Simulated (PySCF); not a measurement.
H5N2OSTa, SMILES [NH2][Ta]([OH])(=[S])[NH2], multiplicity 1. Atoms are numbered in the order given.

```xyz
10

Ta    -0.1397    -0.0123     0.0000
S      2.0328    -0.0615     0.0000
O     -0.9865    -1.7176     0.0000
H     -0.7153    -2.6392     0.0000
N     -0.7218     0.9475    -1.6258
H     -1.6942     1.0851    -1.8922
H     -0.1119     1.4136    -2.2913
N     -0.7218     0.9475     1.6258
H     -0.1119     1.4136     2.2913
H     -1.6942     1.0851     1.8922
```
Charge 0, spin multiplicity 1.

Geometry optimised at PBE0-D3(BJ)/def2-SVP. The multiplicity is an assumed one; no other spin state was optimised. The structure was generated by enumeration; whether it is a known compound was not checked. The def2 effective core potentials stand for the cores of Ta; spin–orbit coupling is left out. The values are those of a single conformer.

Calculation: PySCF with TDDFT-M06-2X/def2-SVPD.

Vertical excitations. Gas-phase values at a fixed geometry. State labels are in the subgroup Cs.

```csv
state,symmetry,energy (eV),λ (nm),f,main pairs
S1,A",4.47,277,0.000,HOMO→LUMO 75 %
S2,A',4.80,258,0.001,"HOMO−1→LUMO 53 %, HOMO→LUMO+1 24 %, HOMO→LUMO+2 16 %"
S3,A",4.87,254,0.003,"HOMO−1→LUMO+1 41 %, HOMO−1→LUMO+2 25 %, HOMO→LUMO 22 %, HOMO−1→LUMO+3 9 %"
S4,A',5.38,231,0.011,"HOMO→LUMO+3 37 %, HOMO→LUMO+1 28 %, HOMO−1→LUMO 11 %, HOMO→LUMO+2 9 %"
S5,A",5.39,230,0.007,"HOMO−1→LUMO+3 58 %, HOMO−3→LUMO 27 %"
S6,A",5.46,227,0.000,"HOMO−3→LUMO 65 %, HOMO−1→LUMO+3 24 %"
S7,A',5.46,227,0.017,HOMO−2→LUMO 80 %
S8,A",5.55,223,0.010,"HOMO−2→LUMO+1 64 %, HOMO−2→LUMO+2 17 %, HOMO−4→LUMO 10 %"
S9,A',5.66,219,0.007,"HOMO−3→LUMO+1 32 %, HOMO→LUMO+3 29 %, HOMO−3→LUMO+2 19 %, HOMO−2→LUMO 7 %"
S10,A',5.86,212,0.047,"HOMO−3→LUMO+3 38 %, HOMO→LUMO+3 18 %, HOMO−1→LUMO 13 %"
T1,A',4.05,306,0,HOMO−1→LUMO 74 %
T2,A",4.35,285,0,HOMO→LUMO 87 %
T3,A',4.45,279,0,"HOMO→LUMO+1 38 %, HOMO→LUMO+2 26 %, HOMO−1→LUMO 20 %, HOMO→LUMO+3 10 %"
T4,A",4.59,270,0,"HOMO−1→LUMO+1 48 %, HOMO−1→LUMO+2 31 %, HOMO→LUMO 8 %, HOMO−1→LUMO+3 8 %"
```
Triplets are in the Tamm–Dancoff approximation, which puts them higher than full response would, so one can lie above its singlet here.
